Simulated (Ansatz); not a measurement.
`[F][AlH][SbH2]` + NH₃ → `[NH2][SbH2]` + `[F][AlH2]` at 700 K and 1 bar (cleavage of the Sb–Al bond).

Program: Ansatz. Geometries: PBE0-D4/def2-TZVP. ΔE: electronic, gas phase. CCSD(T)/CBS is the MP2 limit (def2-TZVPP, def2-QZVPP) plus CCSD(T) − MP2 in def2-TZVPP, frozen cores. This one scheme is used for every species. Elements past krypton have def2 core potentials. For Sb outer-core shells are correlated without core-valence functions, which leaves a few kJ/mol of doubt a bond.

```tsv
species	CCSD(T)/CBS energy (Eh)	H − E (kJ/mol)	S (J/(mol·K))
`[F][AlH][SbH2]`	-583.69641	116.9	415.5
NH₃	-56.50880	116.9	226.5
`[NH2][SbH2]`	-297.10356	147.6	344.4
`[F][AlH2]`	-343.06661	74.9	289.9
```

H − E and S are ideal-gas, rigid-rotor, harmonic terms from PBE0-D4/def2-TZVP, for one conformer and one mirror image of each species. 1 Eh = 2625.50 kJ/mol, R = 8.31446 J/(mol·K).

Question: By hand: ΔE, ΔH, ΔS and ΔG.

Answer: ΔE = (-297.10356) + (-343.06661) − (-583.69641) − (-56.50880) = 0.03504 Eh = 92.0 kJ/mol. Δ(H − E) = 147.6 + 74.9 − 116.9 − 116.9 = -11.3, so ΔH = 80.7 kJ/mol. ΔS = 344.4 + 289.9 − 415.5 − 226.5 = -7.7 J/(mol·K). ΔG = 80.7 − 700 × (-7.7)/1000 = 86.1 kJ/mol.

Question: By hand: the equilibrium constant, and the temperature at which ΔG would vanish if ΔH and ΔS stayed fixed.

Answer: log₁₀ K = −ΔG/(RT ln 10) = -6.4. ΔH and −TΔS have one sign here, so there is no such temperature.

The number of gas molecules stays the same, so ΔS is small and ΔH decides. A doubt of 5 kJ/mol in ΔE shifts log₁₀ K by 0.4 here. Other conformers and mirror images would add mixing entropy, several J/(mol·K) or more a flexible species. These are equilibria of isolated gas molecules and say nothing of rates. Largest T1 diagnostic: 0.014 (customary marks: 0.02 for closed shells, 0.045 for open ones).

ΔS is within the doubt of such terms, so its sign, and with it that verdict, could turn.
